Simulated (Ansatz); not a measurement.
Sn24OH40, 65 atoms. Hardware: 11 threads of AMD EPYC 7R13 on a shared host and a whole NVIDIA H100 80GB HBM3.

In the def2 sets Sn takes a core potential; there is no spin–orbit coupling. Correlated methods freeze 97 core orbitals; core or outer-core shells of Sn are correlated, in sets that lack core-valence functions. Single mean-field runs in def2-SVP, def2-TZVP are fitted with def2-universal-jkfit.

Problem. How many basis functions does each of these Ansatz runs have, and roughly what does it cost? PBE-D4/def2-TZVP, charge -1 doublet at the geometry of the charge 0 singlet, energy, from earlier orbitals; PBE0-D4/def2-SVP, charge 0 singlet, energy, from earlier orbitals; PBE0-D4/def2-TZVP, charge -1 doublet at the geometry of the charge 0 singlet, energy; r2SCAN-D4/def2-TZVP, charge 1 doublet at the geometry of the charge 0 singlet, energy, from earlier orbitals; PBE-D4/def2-TZVP, charge 0 singlet, energy, from earlier orbitals; LDA (SPW92)/def2-TZVP, charge 0 singlet, energy and forces, from earlier orbitals; PBE-D4/def2-SVP, charge 0 singlet, energy, from earlier orbitals; PBE-D4/def2-TZVP, charge 1 doublet at the geometry of the charge 0 singlet, energy, from earlier orbitals; MP2/def2-SVP, charge 0 singlet, energy, from earlier orbitals; r2SCAN-D4/def2-TZVP, charge 0 singlet, energy, from earlier orbitals; PBE0-D4/def2-TZVP, charge 0 singlet, energy and forces; r2SCAN-D4/def2-TZVP, charge 0 triplet, energy, from earlier orbitals.

Solution. Other jobs shared the machine, so times can vary by a factor of up to 3.

```csv
run,functions,fitting or Cholesky vectors,wall time,peak host memory (GiB)
"PBE-D4/def2-SVP, charge 0 singlet, energy, from earlier orbitals",838,6029,4.8 s,1.5
"PBE0-D4/def2-SVP, charge 0 singlet, energy, from earlier orbitals",838,6029,7.5 s,1.5
"PBE-D4/def2-TZVP, charge 0 singlet, energy, from earlier orbitals",1471,6029,8.5 s,1.7
"r2SCAN-D4/def2-TZVP, charge 0 singlet, energy, from earlier orbitals",1471,6029,9.5 s,1.8
"LDA (SPW92)/def2-TZVP, charge 0 singlet, energy and forces, from earlier orbitals",1471,6029,10 s,1.9
"r2SCAN-D4/def2-TZVP, charge 0 triplet, energy, from earlier orbitals",1471,6029,15 s,2.8
"MP2/def2-SVP, charge 0 singlet, energy, from earlier orbitals",838,10376,16 s,2.6
"PBE-D4/def2-TZVP, charge 1 doublet at the geometry of the charge 0 singlet, energy, from earlier orbitals",1471,6029,16 s,2.7
"r2SCAN-D4/def2-TZVP, charge 1 doublet at the geometry of the charge 0 singlet, energy, from earlier orbitals",1471,6029,17 s,2.7
"PBE-D4/def2-TZVP, charge -1 doublet at the geometry of the charge 0 singlet, energy, from earlier orbitals",1471,6029,17 s,2.8
"PBE0-D4/def2-TZVP, charge 0 singlet, energy and forces",1471,6029,19 s,7.5
"PBE0-D4/def2-TZVP, charge -1 doublet at the geometry of the charge 0 singlet, energy",1471,6029,44 s,2.9
```
